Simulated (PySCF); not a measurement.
Structure problem from calculated spectra and properties.

Formula: C5H8F2.

| Property | Result |
| --- | --- |
| Polarisability | 63.9 au [wB97X-D/def2-SVPD] |
| NMR, other nuclei | isotropic shieldings of nuclei other than C and H, by class: 388 (1 F), 432 (1 F) ppm [GIAO PBE0/pcSseg-1] |
| Couplings | largest of the computed one-bond spin–spin couplings (means over like bonds): 19F–13C -227.7, 19F–13C -227.0, 13C–1H +162.5, 13C–1H +162.2, 13C–1H +156.0, 13C–1H +154.5, 13C–1H +153.9, 13C–1H +134.4 (×3) Hz [B3LYP/pcJ-1, spin–dipole term left out for some pairs] |
| 13C NMR | chemical shifts (computed TMS as zero) by class: 136.4 (1 C), 131.1 (1 C), 93.1 (1 C), 86.6 (1 C), 24.6 (1 C) ppm [GIAO PBE0/pcSseg-1] |
| Rotational structure | rotational constants A, B, C: 5.809, 1.215, 1.067 GHz [GFN2-xTB] |
| Dipole | 0.35 D [wB97X-D/def2-SVPD] |
| 1H NMR | chemical shifts (computed TMS as zero) by class: 6.02 (1 H), 5.97 (1 H), 5.49 (1 H), 5.43 (1 H), 5.40 (1 H), 1.42 (3 H) ppm [GIAO PBE0/pcSseg-1] |

Gas-phase values; electronic properties from PySCF, density fitting. Levels stand in brackets. Geometry: GFN2-xTB, one conformer, isolated molecule. Each NMR value is the plain mean over a class of atoms that symmetry, rotation or inversion makes alike.

Q: What is the compound? Reason from the data.

A: Numbering: `[CH3:1][C@H:2]([F:3])/[CH:4]=[CH:5]/[CH2:6][F:7]`. Its formula, C5H8F2, gives 1 degree of unsaturation: 0 rings and 1 π bond in the structure found. 5 carbons fall into 5 classes; from least to most shielded: alkene CH carbon [C4] (136.4 ppm), alkene CH carbon [C5] (131.1 ppm), sp3 C–F carbon [C2] (93.1 ppm), sp3 C–F carbon [C6] (86.6 ppm), methyl carbon [C1] (24.6 ppm). Hydrogen classes from least to most shielded: 1 H on an alkene CH carbon, C4 (6.02 ppm), 1 H on an alkene CH carbon, C5 (5.97 ppm), 1 H on an sp3 C–F carbon, C2 (5.49 ppm), 1 H on an sp3 C–F carbon, C6 (5.43 ppm), 1 H on an sp3 C–F carbon, C6 (5.40 ppm), 3 H on a methyl carbon, C1 (1.42 ppm, a mean of values up to 0.6 ppm apart in this geometry). The other shieldings belong to: 388 ppm, alkyl fluorine [F3]; 432 ppm, alkyl fluorine [F7]. The couplings run between: -227.7 Hz, alkyl fluorine [F7] and sp3 C–F carbon [C6]; -227.0 Hz, alkyl fluorine [F3] and sp3 C–F carbon [C2]; +162.5 Hz, alkene CH carbon [C5] and its hydrogen; +162.2 Hz, alkene CH carbon [C4] and its hydrogen; +156.0 Hz, sp3 C–F carbon [C2] and its hydrogen; +154.5 Hz, sp3 C–F carbon [C6] and its hydrogen; +153.9 Hz, sp3 C–F carbon [C6] and its hydrogen; +134.4 Hz, methyl carbon [C1] and its hydrogen (with 2 like pairs). The optimised geometry has point group C1 and is an asymmetric top. Structure: `C[C@H](F)/C=C/CF`. Computed isomers that give other values at the same levels: `C=CCCC(F)F` (13C chemical shifts (computed TMS as zero) by class: 145.7 (1 C), 125.1 (1 C), 122.5 (1 C), 36.8 (1 C), 33.6 (1 C) ppm); `C/C(=C/F)[C@H](C)F` (rotational constant A: 3.349 GHz; this holds for the one conformer computed); `CC(C)C=C(F)F` (13C chemical shifts (computed TMS as zero) by class: 168.8 (1 C), 92.7 (1 C), 28.3 (1 C), 25.9 (2 C) ppm). The assignments are read from this structure; whether some other isomer fits the data as well wasn't checked. The mirror image fits equally.

The values belong to the conformer `[CH3:1][C@H:2]([F:3])/[CH:4]=[CH:5]/[CH2:6][F:7]`: C1–C2–C4–C5 117°, C4–C5–C6–F7 1°.
